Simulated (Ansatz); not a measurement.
Cost and result for the atomization energy of BH4InOZn (`[BH2][InH][O][ZnH]`) (8 atoms, 7 bonds).

Total charge 0; spin multiplicity 1. For Zn the d shell is correlated and the shells below it are frozen. Correlated methods include outer-core shells of In, which these sets cover unevenly. Scalar relativity is left out up to krypton. In: def2 effective core potential. The structure was optimised at the PBE0-D4/def2-TZVP level. It is one conformer, not always the lowest. Program: Ansatz. Hardware: A = 2 threads of an AMD EPYC 7R13 on a shared host; B = 2 threads of an AMD EPYC 7R13 on a shared host and a share of an NVIDIA H100 80 GB. Times are those of one run each, without the atoms' runs, and a repeat can differ threefold. Electronic energies, without spin–orbit coupling; frozen cores. CCSD(T)/CBS adds CCSD(T) − MP2 in def2-TZVPP to the MP2 limit, and its time is that of the two runs behind it. T1 = 0.018. With those shells the extrapolation isn't a true limit. B3LYP takes the VWN-RPA correlation (the form of Gaussian; ORCA's B3LYP/G).

CCSD(T)/CBS is a level of theory with its own doubt, some kJ/mol a heavy atom from the limit and from the frozen cores, so smaller differences don't rank the functionals.

```csv
level,functions,wall time
LDA (SPW92)/def2-TZVPP [A],232,1.8 s
revPBE-D4/def2-TZVPP [A],232,3 s
PBE-D4/def2-TZVPP (with forces) [A],232,3.7 s
PBE0-D4/def2-TZVPP [A],232,4.7 s
r2SCAN-D4/def2-TZVPP (with forces) [A],232,6.5 s
r2SCANh-D4/def2-TZVPP [A],232,7 s
B3LYP-D4/def2-TZVPP (with forces) [A],232,8 s
PBE-QIDH/def2-TZVPP [A],232,8.5 s
MP2/def2-QZVPP [B],416,8.5 s
CCSD(T)/def2-SVP [A],105,9.5 s
ωB97X-V/def2-TZVPP [A],232,12 s
CCSD(T)/def2-TZVPP [B],232,14 s
CCSD(T)/CBS(def2),–,23 s
```

**Question.** What atomization energy does each give, and how far from CCSD(T)/CBS? (Estimate.)

**Answer.** Ansatz gave: 
| level | atomization (kJ/mol) | difference from CCSD(T)/CBS | per bond |
| --- | --- | --- | --- |
| LDA (SPW92)/def2-TZVPP [A] | 2296.8 | 296.2 | 42.3 |
| revPBE-D4/def2-TZVPP [A] | 1934.8 | -65.8 | -9.4 |
| PBE-D4/def2-TZVPP (with forces) [A] | 1997.0 | -3.6 | -0.5 |
| PBE0-D4/def2-TZVPP [A] | 1962.4 | -38.2 | -5.5 |
| r2SCAN-D4/def2-TZVPP (with forces) [A] | 2018.7 | 18.1 | 2.6 |
| r2SCANh-D4/def2-TZVPP [A] | 1998.4 | -2.2 | -0.3 |
| B3LYP-D4/def2-TZVPP (with forces) [A] | 1961.6 | -39.0 | -5.6 |
| PBE-QIDH/def2-TZVPP [A] | 1975.5 | -25.1 | -3.6 |
| MP2/def2-QZVPP [B] | 2021.4 | 20.8 | 3.0 |
| CCSD(T)/def2-SVP [A] | 1849.7 | -150.9 | -21.6 |
| ωB97X-V/def2-TZVPP [A] | 2018.2 | 17.6 | 2.5 |
| CCSD(T)/def2-TZVPP [B] | 1944.1 | -56.5 | -8.1 |
| CCSD(T)/CBS(def2) | 2000.6 | 0.0 | 0.0 |

In def2-TZVPP, CCSD(T) changes the Hartree–Fock value by +554.6 kJ/mol (the triples alone add +35.5 kJ/mol) and MP2 by +596.1 kJ/mol; breaking electron pairs costs correlation energy, which Hartree–Fock lacks. At CCSD(T), def2-SVP lies −150.9 kJ/mol from the extrapolated value and def2-TZVPP −56.4 kJ/mol: correlation converges slowly with the basis, and small sets miss more of it in the bonded molecule than in its fragments. Leaving LDA and LC-ωPBE aside and taking each functional with its dispersion term where it has one, the values, not all of them listed here, spread over 107.8 kJ/mol, from BHLYP-D4 to r2SCAN-D4. LDA lies +314.2 kJ/mol from PBE without D4, its usual overbinding.

Spin–orbit coupling would lower the free In atoms strongly, and the atomization energy with them, by more than many differences here.
